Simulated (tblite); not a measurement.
C₇H₄NOS (doublet state).
Z-matrix (Å and degrees, GFN2-xTB geometry), rows numbered from 1:
```
O 
C   1  1.3574
C   2  1.4046  1  117.09
C   3  1.3757  2  121.25  1  -179.95
C   4  1.3869  3  118.71  2     0.02
S   5  1.7507  4  129.25  3   179.94
N   6  1.7001  5   91.17  4   180.00
C   7  1.2459  6  111.48  5    -0.00
C   8  1.4128  7  120.47  6     0.01
C   2  1.3828  1  122.20  3  -180.00
H   1  0.9649  2  110.24  3  -179.95
H   3  1.0781  2  117.82  1     0.03
H   4  1.0787  3  120.97  2  -179.99
H  10  1.0806  2  121.29  1    -0.05
```

Computed values, GFN2-xTB/tblite, gas phase, harmonic and unscaled. Errors from tens to a few hundred cm⁻¹ against measured bands are possible. One conformer, not necessarily the lowest. Open shells enter through the occupations alone, without spin polarisation, and single modes of such species can be off by tens of per cent.

Harmonic wavenumbers (cm⁻¹): 119.7, 188.3, 281.9, 320.4, 376.5, 388.7, 438.1, 447.8, 455.8, 506.6, 579.7, 601.0, 627.8, 654.8, 682.6, 783.9, 808.6, 848.8, 904.3, 973.5, 1036.7, 1133.3, 1146.7, 1163.1, 1223.0, 1266.5, 1347.5, 1409.6, 1460.7, 1542.2, 1598.0, 1633.3, 3079.3, 3097.4, 3116.8, 3518.2.

A = 3303, B = 838.9, C = 669.0 MHz; mass 150.001 u (most abundant isotopes); point group Cs, symmetry number 1; spin multiplicity 2.

Task: What is the zero-point energy?

Result: Half the sum of the wavenumbers: 19881 cm⁻¹ = 237.83 kJ/mol.

Task: Entropy at 298.15 K, 1 bar (ideal gas, RRHO, classical rotation)?

Result: Translation 171.35, rotation 123.60, vibration 69.20, spin (R ln 2) 5.76: S = 369.9 J/(mol K).

Task: And Cp and H(298.15 K) − H(0)?

Result: Cp = 137.98 J/(mol K), of which vibrations give 104.72 (their classical limit is 36 R = 299.3); H(298.15 K) − H(0) = 23.01 kJ/mol without the zero-point energy, 13.10 from vibrations.

Task: Blend soft modes into free rotors: weight 1/[1 + (100 cm⁻¹/ν̃)⁴] for the oscillator and the rest for a rotor with moment μB/(μ + B), μ = h/(8π²ν), B = 10⁻⁴⁴ kg m². What vibrational entropy results?

Result: 68.69 J/(mol K) in place of 69.20, which changes −T·S at 298.15 K by +0.15 kJ/mol.

Task: Which modes carry the vibrational entropy at 298.15 K?

Result: 119.7 cm⁻¹: 12.99; 188.3 cm⁻¹: 9.39; 281.9 cm⁻¹: 6.37; 320.4 cm⁻¹: 5.47; 376.5 cm⁻¹: 4.41; 388.7 cm⁻¹: 4.21 J/(mol K); the other 30 give 26.36 together.

Hindered rotation and anharmonicity are outside this model. Other conformers, if any are populated, would add a mixing term that is left out.

On Arm Neoverse V1, one thread, shared host with 32 logical CPUs at a one-minute load of 18, this took 0.53 s of wall time. This covers the Hessian and the dipole derivatives.
